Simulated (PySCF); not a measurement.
C5H5OS (doublet state).
Structure used (GFN2-xTB), in Å, numbered top down from 1:
```xyz
12
C5H5OS angstrom
O      2.852    0.219    0.368
C      1.821   -0.501   -0.117
C      0.506   -0.136   -0.077
C     -0.613   -0.840   -0.564
C     -1.811   -0.171   -0.354
C     -1.669    1.035    0.281
S     -0.024    1.393    0.649
H      2.523    1.043    0.755
H      2.130   -1.434   -0.562
H     -0.518   -1.795   -1.044
H     -2.770   -0.553   -0.656
H     -2.427    1.739    0.557
```

The hyperfine couplings belong to this conformer and change with its torsions.

Identity: `[CH](c1cccs1)O` [radical].

Method: PySCF 2.14.0, UKS B3LYP, pcH-1 on C H O S, non-relativistic, mean-field spin-orbit, GIAO. Geometry: GFN2-xTB, one conformer, isolated molecule. Couplings are sensitive to structure, and on GFN2-xTB geometries they can be far from those on DFT ones. The SCF solution wasn't tested for stability. ⟨S²⟩ is 0.778 where a pure state has 0.75.

Task: Break the g tensor into its mass correction, gauge correction and orbital-Zeeman/spin–orbit terms.

Result: 
```tsv
Δg (ppm)	1	2	3
relativistic mass correction	-189	-189	-189
gauge correction	-7	46	36
orbital Zeeman/spin–orbit	-32	835	3820
total	-228	692	3667
```

So g = 2.00209, 2.00301, 2.00599 and g_iso = 2.00370; the tensor is rhombic: the two nearest values differ by 24 % of g3 − g1. Axes: g1 is normal to the molecular plane, g2 points within 8° of the C3–C4 bond and g3 points within 13° of the C2–H9 bond.

Task: What effective moment and Curie constant follow for a powder?

Result: With the mean of g² = 4.0148 and S(S+1) = 0.75: μ_eff = √(⟨g²⟩S(S+1)) = 1.735 μB and χT = 0.12505·⟨g²⟩·S(S+1) = 0.377 cm³ K/mol (cgs; spin-Hamiltonian part alone).

Task: At 9.376 GHz, how far is the centre of the isotropic spectrum from where a free electron (g = 2.002319) resonates?

Result: B = hν/(g μB) with μB/h = 13.99624 MHz/mT gives 334.56 mT for the free electron and 334.33 mT at g_iso, 0.23 mT lower.

Task: What are the electron Larmor frequencies g μB B/h along the three axes at 3350 mT?

Result: 93.8729, 93.9160, 94.0555 GHz for g1, g2 and g3, a range of 182.7 MHz.

Task: In a frozen sample, at which fields do the three g values resonate at 9.5, 34, 94 and 263 GHz (hyperfine left aside), and which band first spreads them over more than twice a line width of 1.0 mT?

Result: 
```csv
band,GHz,B(g3) mT,B(g2) mT,B(g1) mT,spread mT
X,9.5,338.36,338.87,339.02,0.66
Q,34.0,1210.99,1212.79,1213.34,2.36
W,94.0,3348.02,3353.00,3354.54,6.51
J,263.0,9367.34,9381.25,9385.56,18.23
```

The spread grows in proportion to the frequency. Q band is the first where it exceeds 2.0 mT.

The largest Mulliken spin populations are on C2 (+0.51), C4 (+0.38), C6 (+0.36) and C3 (-0.18). Three atoms exceed +0.15. The positive populations add up to 1.40 and the negative ones to -0.40, together 2S = 1. The angles at C2 add up to 360.0°, so it is planar.

The HOMO–LUMO gaps are 4.43 eV among the α and 4.91 eV among the β orbitals.
